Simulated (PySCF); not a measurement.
Estimate the missing entries of this data sheet.

Species: C2H14OSi4.
SMILES with atom numbers: `[CH3:1][CH2:2][O:3][Si@@H:4]([SiH3:5])[SiH2:6][SiH3:7]` (hydrogens: H8, H9, H10 on C1; H11, H12 on C2; H13 on Si4; H14, H15, H16 on Si5; H17, H18 on Si6; H19, H20, H21 on Si7)

Conformer (atom-mapped SMILES and torsion angles): `[CH3:1][CH2:2][O:3][Si@@H:4]([SiH3:5])[SiH2:6][SiH3:7]`: C1–C2–O3–Si4 173°, C2–O3–Si4–Si5 61°, O3–Si4–Si6–Si7 20°.

```tsv
property	level	value
point group	PBE0-D3(BJ)/def2-SVP	?
rotational constants A, B, C	PBE0-D3(BJ)/def2-SVP	?
dipole moment	CAM-B3LYP/def2-SVPD	?
HOMO energy	CAM-B3LYP/def2-SVPD	-8.59 eV
LUMO energy	CAM-B3LYP/def2-SVPD	0.34 eV
lowest singlet excitation	TDDFT CAM-B3LYP/def2-SVPD	5.74 eV (216 nm, f = 0.096)
strongest line among the 10 lowest singlet transitions	TDDFT CAM-B3LYP/def2-SVPD	S10 at 7.47 eV (166 nm, f = 0.220)
lowest triplet excitation (Tamm–Dancoff)	TDA CAM-B3LYP/def2-SVPD	?
static isotropic polarisability	CAM-B3LYP/def2-SVPD	?
vertical ionisation energy	ΔSCF CAM-B3LYP/def2-SVPD	9.10 eV
electronic spatial extent ⟨r²⟩ about the centre of nuclear charge	CAM-B3LYP/def2-SVPD	2333 bohr²
13C chemical shifts (computed TMS as zero) by class	GIAO PBE0/pcSseg-1	?
1H chemical shifts (computed TMS as zero) by class	GIAO PBE0/pcSseg-1	?
isotropic shieldings of nuclei other than C and H, by class	GIAO PBE0/pcSseg-1	313 (O3), 357 (Si4), 456 (Si7), 461 (Si5), 461 (Si6) ppm
```

Electronic properties: PySCF, gas phase, density fitting. NMR classes are plain means over equivalent atoms (diastereotopic ones count apart unless rotation or inversion swaps them), as if these changed places fast; in this geometry the members of some classes differ.

**Question.** What is the point group?

**Answer.** C1.

**Question.** What is the dipole moment?

**Answer.** 1.19 D.

**Question.** What is the lowest triplet excitation (Tamm–Dancoff)?

**Answer.** 5.10 eV.

**Question.** Give the 13C chemical shifts (computed TMS as zero) by class.

**Answer.** 65.3 (C2), 20.1 (C1) ppm.

**Question.** The 1H chemical shifts (computed TMS as zero) by class?

**Answer.** 5.56 (H13), 3.66 (H19/H20/H21), 3.59 (H14/H15/H16), 3.54 (H11), 3.45 (H17), 3.45 (H18), 3.40 (H12), 1.27 (H8/H9/H10) ppm.

**Question.** Give the rotational constants A, B, C.

**Answer.** 1.094, 0.824, 0.504 GHz.

**Question.** What is the static isotropic polarisability?

**Answer.** 150.4 au.

The largest Löwdin shares of the HOMO are 0.23 on Si4, 0.19 on Si6, 0.19 on Si5 and 0.11 on O3. The vertical singlet–triplet gap S1 − T1 is 0.64 eV (TDDFT singlet less Tamm–Dancoff triplet; S1: HOMO→LUMO, weight 0.87; T1: HOMO→LUMO, weight 0.89). The rotational constants make it an asymmetric top with κ = (2B − A − C)/(A − C) = 0.09, midway between the prolate (−1) and oblate (+1) limits. The principal polarisabilities are 123.4, 149.8 and 178.1 au; their mean is the isotropic value.

For the geometry optimisation (PBE0-D3(BJ)/def2-SVP), hardware: one thread, Arm Neoverse N1, no GPU (shared host). Cost: 10 min.

One conformer stands for the species.
